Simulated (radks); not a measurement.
All-electron atom: Gd1.5+ in [Xe] 4f(up 3.5, down 3.5) 5d(up 0.75, down 0.75) (fractional occupations, a model configuration). Calculated with a radial shooting solver on a logarithmic mesh with Libxc functionals: scalar-relativistic Kohn-Sham, SCAN, spin-polarised, spherical densities, finite nucleus; meta-GGA in the generalised Kohn-Sham scheme; Fermi nuclear charge, rms radius 5.1569 fm.

Unscreened Slater integrals over Kohn-Sham orbitals (hartree). They are taken over the spin-up orbitals.

F0(5d,5d): 0.36417
F2(5d,5d): 0.18488
F4(5d,5d): 0.12027
F0(5d,4f): 0.47308
F2(5d,4f): 0.11351
F4(5d,4f): 0.055144
G1(5d,4f): 0.057273
G3(5d,4f): 0.044317
G5(5d,4f): 0.033249
F0(5d,5p): 0.43477
F2(5d,5p): 0.19946
G1(5d,5p): 0.22778
G3(5d,5p): 0.13934
F0(5d,5s): 0.45013
G2(5d,5s): 0.13882
F0(4f,4f): 1.0813
F2(4f,4f): 0.50565
F4(4f,4f): 0.31567
F6(4f,4f): 0.22667
F0(4f,5p): 0.69088
F2(4f,5p): 0.24046
G2(4f,5p): 0.12919
G4(4f,5p): 0.098706
F0(4f,5s): 0.77767
G3(4f,5s): 0.15034
F0(5p,5p): 0.57774
F2(5p,5p): 0.31047
F0(5p,5s): 0.61926
G1(5p,5s): 0.41311
F0(5s,5s): 0.67377

Derived for the open shells (J is the average intra-shell exchange parameter used in DFT+U). 4f: F4/F2 = 0.624, F6/F2 = 0.448, J = (286 F2 + 195 F4 + 250 F6)/6435 = 0.04085 hartree. 5d: Racah B = F2/49 - 5 F4/441 = 0.002409 hartree, C = 35 F4/441 = 0.009545 hartree, C/B = 3.96, F4/F2 = 0.651, J = (F2 + F4)/14 = 0.02180 hartree.
